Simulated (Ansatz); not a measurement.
A search over several starts for the lowest SCF solution of the cluster Zn₂SF₂⁺ at the given spin, in a small basis.

```yaml
crystal:
  periodic: [false, false, false]
  atoms:
    - {symbol: Zn, position_ang: [1.095641, -1.131570, -0.268931]}
    - {symbol: Zn, position_ang: [-1.137720, 1.120671, -0.053981]}
    - {symbol: S, position_ang: [-0.208254, -0.053985, -1.598054]}
    - {symbol: F, position_ang: [2.170819, -2.031013, 0.763616]}
    - {symbol: F, position_ang: [-1.920496, 2.095897, 1.157360]}
basis:
  gaussian: {orbitals: def2-SVP}
total_charge: 1
magnetization: {spin_polarized: true, initial_magnetization: 1}
hamiltonian: {xc: pbe0, dispersion: d4}
output: {orbitals: {seedname: orbitals}}
```

```sh
$ ansatz run in.yaml --threads 4 --pin off --events-out ev --progress --plain --max-ram 3916MiB
```

Output, abridged:

```
Functional definition: PBE0
1013 factors; integrals over basis functions are off by at most 6.0e-4 eV
mean field evaluation 1: about -113041.8119 eV, gradient 7.0e1 eV
mean field evaluation 2: about -112720.9036 eV, gradient 2.7e2 eV
mean field evaluation 4: about -113051.3827 eV, gradient 3.7e1 eV
mean field evaluation 8: about -113057.8946 eV, gradient 8.2e-1 eV
mean field evaluation 16: about -113057.8989 eV, gradient 2.4e-3 eV
mean field -113057.89889542 eV, -4154.8011510103 hartree, gradient 3.7e-5 eV, S^2 0.754299; 2 other end points of the search recorded, 0 dependent functions left out
reference -113057.89895025 eV, -4154.8011530255 hartree; 47, 46 occupied and 61, 62 virtual orbitals, 1013 factors
Total energy: -113057.99547888 eV, -4154.8047003872 hartree
```

Hardware: 4 threads of Intel Xeon 6975P-C on a shared host. Wall time 1.8 s.

The structure comes from a short search, and lower isomers may exist.
